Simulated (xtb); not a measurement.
BF3, charge +1, doublet, geometry from GFN2-xTB (a state made from the parent by changing its charge; the spin is typed, not shown lowest); xtb with GFN2-xTB.

xtb was given this input:
```
$ xtb mol.xyz --gfn 2 --chrg 1 --uhf 1 --acc 1000 --json

# file mol.xyz
4

B      0.02352184    -0.01117286     0.01055355
F     -1.11173673    -0.66659873    -0.01863019
F     -0.01440353     1.20151482    -0.48663557
F      1.11307256    -0.52870895     0.49940267
```

What the program printed (banner, timings and long lists left out):

```
   ID    Z sym.   atoms
    1    5 B      1
    2    9 F      2-4

           -------------------------------------------------
          |                Calculation Setup                |
           -------------------------------------------------

           -------------------------------------------------
          |                 G F N 2 - x T B                 |
           -------------------------------------------------

          ...................................................
          :                      SETUP                      :
          :.................................................:
          :  # basis functions                  16          :
          :  # atomic orbitals                  16          :
          :  # shells                            8          :
          :  # electrons                        23          :
          :  max. iterations                   250          :
          :  Hamiltonian                  GFN2-xTB          :
          :  restarted?                      false          :
          :  GBSA solvation                  false          :
          :  PC potential                    false          :
          :  electronic temp.          300.0000000     K    :
          :  accuracy                 1000.0000000          :
          :  -> integral cutoff          0.2000000E+02      :
          :  -> integral neglect         0.1000000E-04      :
          :  -> SCF convergence          0.1000000E-02 Eh   :
          :  -> wf. convergence          0.1000000E+00 e    :
          :  Broyden damping             0.4000000          :
          :  net charge                          1          :
          :  unpaired electrons                  1          :
          ...................................................

 iter      E             dE          RMSdq      gap      omega  full diag
   1    -14.8815318 -0.148815E+02  0.921E+00    7.52       0.0  T
   2    -14.7524630  0.129069E+00  0.729E+00    7.33       1.0  T
   3    -14.8355878 -0.831248E-01  0.549E+00    7.08       1.0  T
   4    -14.8504549 -0.148671E-01  0.368E+00    7.33       1.0  T
   5    -14.8721349 -0.216801E-01  0.274E+00    7.93       1.0  T
   6    -14.8765511 -0.441616E-02  0.248E+00    7.94       1.0  T
   7    -14.7757904  0.100761E+00  0.501E+00    7.51       1.0  T
   8    -14.7936478 -0.178574E-01  0.460E+00    7.78       1.0  T
   9    -14.7871721  0.647575E-02  0.476E+00    7.73       1.0  T
[...]
         :: total energy             -14.856420009970 Eh    ::
[...]
        13                         -0.5893504             -16.0370 (LUMO)
        14                         -0.0850860              -2.3153
        15                          0.1055140               2.8712
        16                          0.2219435               6.0394
      -------------------------------------------------------------
                  HL-Gap            0.2974271 Eh            8.0934 eV
             Fermi-level           -0.8126053 Eh          -22.1121 eV

     #   Z          covCN         q      C6AA      α(0)
     1   5 B        2.166     0.671    24.426    10.203
     2   9 F        0.723     0.111     8.480     3.439
     3   9 F        0.723     0.111     8.480     3.439
     4   9 F        0.722     0.107     8.510     3.445

 Mol. C6AA /au·bohr⁶  :        178.493164
 Mol. C8AA /au·bohr⁸  :       4308.527875
 Mol. α(0) /au        :         20.526135

Wiberg/Mayer (AO) data.
largest (>0.10) Wiberg bond orders for each atom

 ---------------------------------------------------------------------------
     #   Z sym  total        # sym  WBO       # sym  WBO       # sym  WBO
 ---------------------------------------------------------------------------
     1   5 B    3.288 --     4 F    1.131     3 F    1.079     2 F    1.079
     2   9 F    1.333 --     1 B    1.079     3 F    0.188
     3   9 F    1.333 --     1 B    1.079     2 F    0.188
     4   9 F    1.264 --     1 B    1.131
 ---------------------------------------------------------------------------

Topologies differ in total number of bonds
Writing topology from bond orders to xtbtopo.mol

molecular dipole:
                 x           y           z       tot (Debye)
 q only:        0.019      -0.009       0.008
   full:        0.031      -0.015       0.014       0.095
molecular quadrupole (traceless):
                xx          xy          yy          xz          yz          zz
 q only:        0.442       0.092       0.278       0.336      -0.491      -0.720
  q+dip:       -0.091       0.038      -0.001      -0.074       0.065       0.092
   full:       -0.474       0.126      -0.075      -0.379       0.384       0.549

           -------------------------------------------------
          | TOTAL ENERGY              -14.856420009970 Eh   |
          | GRADIENT NORM               0.000105932768 Eh/α |
          | HOMO-LUMO GAP               8.093404259365 eV   |
           -------------------------------------------------

normal termination of xtb
```
